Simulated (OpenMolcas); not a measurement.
A calculation on V.

- Program: OpenMolcas
- Method: XMS-CASPT2, IPEA 0.25 Eh, imaginary shift 0.1 Eh (closed shells correlated: 3s 3p 4s)
- Basis: ANO-RCC-VTZP [6s5p3d2f1g]
- Scalar Hamiltonian: DKH2, point nucleus
- Active space: 3 electrons in 5 orbitals (3d)
- State averaging: 2S+1 = 4 even, 10 roots; 2S+1 = 2 even, 40 roots
- Spin-orbit coupling: state interaction with AMFI integrals over the reference wave functions, term energies averaged over their components

(1) Which level of the active space comes out lowest?

(2) How high does 3d3 4s2 4F 7/2 lie?

(3) How high does 3d3 4s2 4F 5/2 lie?

(4) How high does 3d3 4s2 2P 1/2 lie?

(5) The level at 14520 cm-1 has J = 3/2. What is it made of, and what is its g factor?

Measured values: NIST Handbook of Basic Atomic Spectroscopic Data.

## Answers

(1) 3d3 4s2 4F 3/2, with 100 % of that term; it is also the measured ground level.

(2) 349 cm-1 above the lowest level; measured 323 cm-1 above the ground level, so the calculation is off by +8 %.

(3) 147 cm-1 above the lowest level; measured 137 cm-1 above the ground level, so the calculation is off by +7 %.

(4) 14520 cm-1 above the lowest level.

(5) 76 % 3d3 4s2 2P 3/2, 23 % 3d3 4s2 2D(1); g = 1.213, against 1.334 from Landé's formula for the pure leading term.

CASPT2 does not keep the components of a term degenerate, so their means are used; among the terms shown or strongly mixed into the levels shown the widest spread is 2200 cm-1 (3d3 4s2 4F). With the s shell closed, the reference lacks s² → p², s² → d² and s → d mixing, so excited terms can stand far too high and out of order, with CASPT2 too. The CASPT2 spread within a term exceeds the gap to the next term for 3d3 4s2 2P and 3d3 4s2 2D(1), so the order of their levels is uncertain, and so are names and mixing where such terms share a J. Computed and measured levels are paired by configuration, term and J; levels that our copy of the source lacks, or whose pairing is in doubt (as where it misses far off the trend of its configuration), stay unpaired and out of the deviations. Levels of configurations outside the active space are missing.

A number in round brackets counts repeated terms of one configuration in the order of the reference energies.
